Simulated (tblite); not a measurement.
Species: C5H18Si4.
Atom-mapped SMILES: `[CH3:1][Si:2]([SiH3:3])([SiH3:4])[SiH2:5][CH:6]1[CH2:7][CH2:8][CH2:9]1` (hydrogens: H10, H11, H12 on C1; H13, H14, H15 on Si3; H16, H17, H18 on Si4; H19, H20 on Si5; H21 on C6; H22, H23 on C7; H24, H25 on C8; H26, H27 on C9)

Structure used (GFN2-xTB), in Å, numbered top down from 1:
```xyz
27
C5H18Si4 angstrom
C     -1.2062   -1.7514   -0.8479
Si    -1.3523    0.1159   -0.4060
Si    -1.8205    0.2202    1.8884
Si    -3.1600    0.9225   -1.6557
Si     0.6306    1.1667   -1.0969
C      2.2046    0.6872   -0.1374
C      2.5274   -0.8186   -0.1097
C      2.1341   -0.8650    1.3719
C      2.0680    0.6671    1.3966
H     -2.1411   -2.2727   -0.6600
H     -0.9638   -1.8900   -1.8982
H     -0.4372   -2.2532   -0.2672
H     -1.6303    1.5837    2.3923
H     -3.2090   -0.1426    2.1888
H     -0.9998   -0.6471    2.7406
H     -4.3915    0.1469   -1.4753
H     -3.4843    2.2972   -1.2675
H     -2.9120    0.9465   -3.0997
H      0.9539    0.9182   -2.5127
H      0.5041    2.6269   -0.9564
H      3.0441    1.2954   -0.4811
H      1.9394   -1.4491   -0.7749
H      3.5815   -1.0364   -0.2777
H      2.8653   -1.3178    2.0401
H      1.1675   -1.3354    1.5434
H      1.1513    1.0913    1.8067
H      2.9163    1.1201    1.9088
```

Method: GFN2-xTB as coded in tblite; computed harmonic values from a numerical Hessian at the method's own geometry, unscaled. Errors from tens to a few hundred cm⁻¹ against measured bands are possible. Modes of hydrogen on silicon can be 10 to 20 % off. One conformer, not necessarily the lowest.

Harmonic wavenumbers (cm⁻¹): 26.2, 36.5, 66.5, 71.2, 82.1, 82.6, 97.0, 104.9, 114.9, 140.9, 150.7, 159.4, 214.2, 308.9, 325.4, 374.9, 387.1, 390.4, 400.3, 429.3, 463.8, 473.2, 592.3, 603.5, 688.9, 698.3, 728.3, 752.4, 779.5, 798.7, 800.3, 804.2, 814.0, 820.2, 823.1, 828.1, 836.1, 839.6, 1005.5, 1006.4, 1044.4, 1045.3, 1066.4, 1106.8, 1184.3, 1187.4, 1227.3, 1251.5, 1255.0, 1266.7, 1268.8, 1371.1, 1478.1, 1487.4, 1498.1, 1501.0, 1506.7, 2155.0, 2166.8, 2209.6, 2214.1, 2220.9, 2224.9, 2228.5, 2233.9, 2942.2, 2972.7, 2981.4, 2994.0, 3001.5, 3006.0, 3009.1, 3022.7, 3024.7, 3031.7.

A = 1141, B = 524.7, C = 452.4 MHz; mass 190.049 u (most abundant isotopes); point group C1, symmetry number 1.

Task: What is the zero-point energy?

Result: ½Σν̃ = 44253 cm⁻¹ = 529.38 kJ/mol.

Task: Entropy at 400 K, 1 bar (ideal gas, RRHO, classical rotation)?

Result: Translation 180.41, rotation 135.26, vibration 331.98: S = 647.6 J/(mol K).

Task: And Cp and H(400 K) − H(0)?

Result: Cp = 316.71 J/(mol K), of which vibrations give 283.46 (their classical limit is 75 R = 623.6); H(400 K) − H(0) = 76.58 kJ/mol without the zero-point energy, 63.28 from vibrations.

Task: Which modes carry the vibrational entropy at 400 K?

Result: 26.2 cm⁻¹: 27.96; 36.5 cm⁻¹: 25.20; 66.5 cm⁻¹: 20.23; 71.2 cm⁻¹: 19.66; 82.1 cm⁻¹: 18.49; 82.6 cm⁻¹: 18.44 J/(mol K); the other 69 give 202.01 together.

Task: Blend soft modes into free rotors: weight 1/[1 + (100 cm⁻¹/ν̃)⁴] for the oscillator and the rest for a rotor with moment μB/(μ + B), μ = h/(8π²ν), B = 10⁻⁴⁴ kg m². What vibrational entropy results?

Result: 294.64 J/(mol K) in place of 331.98, which changes −T·S at 400 K by +14.93 kJ/mol.

Task: What must be added to the electronic energy to get the Gibbs energy at 400 K and 1 bar?

Result: ZPE + [H(400 K) − H(0)] − T·S = 529.38 + 76.58 − 259.06 = 346.90 kJ/mol.

Task: How do the functions run with temperature in this model?

Result: 
```
 T (K)  S (J/(mol K))  Cp (J/(mol K))  H − H(0) (kJ/mol)  G − H(0) (kJ/mol)  ln q(vib)
    50          286.2            91.0               2.92             -11.39       1.75
   100          362.7           131.1               8.55             -27.72       4.92
298.15          563.3           258.6              47.20            -120.75      15.92
373.15          626.1           302.4              68.27            -165.38      19.62
   500          723.6           364.0             110.69            -251.09      25.54
   750          888.7           450.2             213.25            -453.29      36.21
  1000         1026.6           507.3             333.41            -693.19      45.74
```

q(vib) and H(0) count from the zero-point level.

Hindered rotation and anharmonicity are outside this model. Other conformers, if any are populated, would add a mixing term that is left out. The structure is chiral; the term R ln 2 for an equal mix with its mirror image is left out.
